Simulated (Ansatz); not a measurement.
Basis-set extrapolation for C₃H₆BClO (`BC(C)(Cl)C=O`) (PBE0-D4/def2-TZVP geometry, frozen core, Ansatz 0.2.0). Multiplicity 1, RHF reference.

```
                      def2-TZVPP   def2-QZVPP
                 HF  -676.208015  -676.230432
    MP2 correlation    -1.026318    -1.102054
CCSD(T) correlation    -1.120343      not run
```

Energies in hartree. Use E(X) = E(∞) + A·exp(−7.88·√X) for Hartree–Fock and E(X) = E(∞) + B·X^(−2.97) for correlation, with X = 3 and 4, and add CCSD(T) minus MP2 of the smaller set to the MP2 limit.

What is the CCSD(T) energy at the basis-set limit?

HF limit: -676.230432 + (-0.022417) × 0.13774 = -676.23352. MP2 limit: -1.102054 + (-0.075736) × 0.74074 = -1.15815. Higher-order term: -1.120343 − (-1.026318) = -0.09403. Total: -677.48570 hartree, 98.7 kcal/mol below CCSD(T)/def2-TZVPP.
